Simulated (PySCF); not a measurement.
SMILES [SeH]B([SeH])[SeH] (H3BSe3) (B3LYP/def2-SVP optimised geometry):

```
7

B     -0.022     0.290     0.000
Se    -1.852     0.995     0.002
H     -2.525    -0.319     0.012
Se     0.235    -1.645     0.000
H      1.711    -1.645     0.000
Se     1.388     1.645    -0.002
H      2.525     0.705    -0.011
```

Method: B3LYP/def2-TZVP (PySCF).

Question: What are the frontier orbital energies and the dipole moment?

Answer: HOMO-2 -8.47 eV, HOMO-1 -6.96 eV, HOMO -6.87 eV, LUMO -1.27 eV, LUMO+1 -1.26 eV; dipole moment 1.11 D.

Meta-Löwdin charges at B3LYP/def2-TZVP: B1 -0.24, Se2 0.02, H3 0.06, Se4 0.02, H5 0.06, Se6 0.02, H7 0.06.
